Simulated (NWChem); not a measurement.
System: C5H4N, doublet; SMILES [c]1cccnc1

```xyz
10

C     -1.3765    -0.0602     0.0000
C     -0.7887     1.1833     0.0000
C      0.6109     1.1956     0.0000
C      1.2823    -0.0291     0.0000
N      0.6724    -1.2108     0.0000
C     -0.6651    -1.2432     0.0000
H     -1.3686     2.1110     0.0000
H      1.1679     2.1363     0.0000
H      2.3783    -0.0513     0.0000
H     -1.1459    -2.2273     0.0000
```
Atoms are numbered in this order, from 1.

All runs: NWChem. Spin-unrestricted. In the optimisation the excess spin sits in a' (Cs, its own frame). Coordinates come from a PBE0/def2-SVP, spin-unrestricted optimisation. Not confirmed as a minimum by frequencies. No stability test was run on the SCF state. Level: M05-2X/def2-SVP with SMD (1 M gas to 1 M solution), gas-phase geometry. Reactions with the solvent are ignored.

Question: Order these by “cavity-dispersion-structure term (kcal/mol)”, lowest first: methanol; water; n-hexane.

Answer: n-hexane (-2.4), methanol (0.3), water (1.5)
